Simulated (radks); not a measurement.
Species: Re IV. Configuration: [Xe] 4f14 5d4.

Method: Dirac Kohn-Sham, LDA (Slater exchange, Perdew-Wang correlation), spin-unpolarised, spherical densities, point nucleus; open shells fill j = l - 1/2 first; computed with a radial shooting solver on a logarithmic mesh with Libxc functionals.

Energy parts (eV):
total: -454600.00
kinetic: 514096.03
electron-nucleus: -1135547.80
Hartree: 175622.50
exchange-correlation: -8770.74

Orbitals (lengths in bohr, moments of r in powers of bohr; <r^-3> diverges for s and p1/2):
| orbital | occ. | eigenvalue (eV) | <r^-3> | <r^4> | <1/r> |
|---|---|---|---|---|---|
| 1s1/2 | 2 | -71533.19 | - | 5.467e-07 | 88.74 |
| 2s1/2 | 2 | -12419.40 | - | 0.00008136 | 21.63 |
| 2p1/2 | 2 | -11887.59 | - | 0.00004886 | 21.60 |
| 2p3/2 | 4 | -10449.31 | 17090 | 0.00007201 | 18.04 |
| 3s1/2 | 2 | -2897.297 | - | 0.003000 | 7.938 |
| 3p1/2 | 2 | -2659.621 | - | 0.002640 | 7.855 |
| 3p3/2 | 4 | -2347.352 | 3886 | 0.003517 | 6.932 |
| 3d3/2 | 4 | -1947.185 | 673.9 | 0.002375 | 6.829 |
| 3d5/2 | 6 | -1879.352 | 570.4 | 0.002592 | 6.613 |
| 4s1/2 | 2 | -627.2579 | - | 0.07000 | 3.344 |
| 4p1/2 | 2 | -528.1620 | - | 0.07609 | 3.235 |
| 4p3/2 | 4 | -455.0659 | 909.7 | 0.1015 | 2.911 |
| 4d3/2 | 4 | -292.1611 | 138.9 | 0.1286 | 2.699 |
| 4d5/2 | 6 | -278.6557 | 115.0 | 0.1408 | 2.623 |
| 5s1/2 | 2 | -114.6410 | - | 2.106 | 1.312 |
| 5p1/2 | 2 | -84.4561 | - | 3.154 | 1.185 |
| 4f5/2 | 6 | -73.3440 | 21.62 | 0.3824 | 2.182 |
| 5p3/2 | 4 | -73.2183 | 137.6 | 4.412 | 1.072 |
| 4f7/2 | 8 | -70.8259 | 20.58 | 0.4092 | 2.150 |
| 5d3/2 | 4 | -33.7129 | 11.67 | 17.00 | 0.7782 |
| 5d5/2 | 0 | -32.6072 | 9.480 | 18.88 | 0.7549 |

The highest occupied level is 5d3/2 at -33.713 eV. For comparison, the ionisation energy in NIST's Atomic Spectra Database is 39 eV (theoretical). In exact Kohn-Sham theory the highest level is minus the ionisation energy, but local and semilocal functionals leave it too shallow, through self-interaction and a potential that decays too fast; potentials with the right tail come closer.

Beside tabulated values, note that spin-unpolarised runs miss the spin-polarisation part of the exchange energy of open shells.
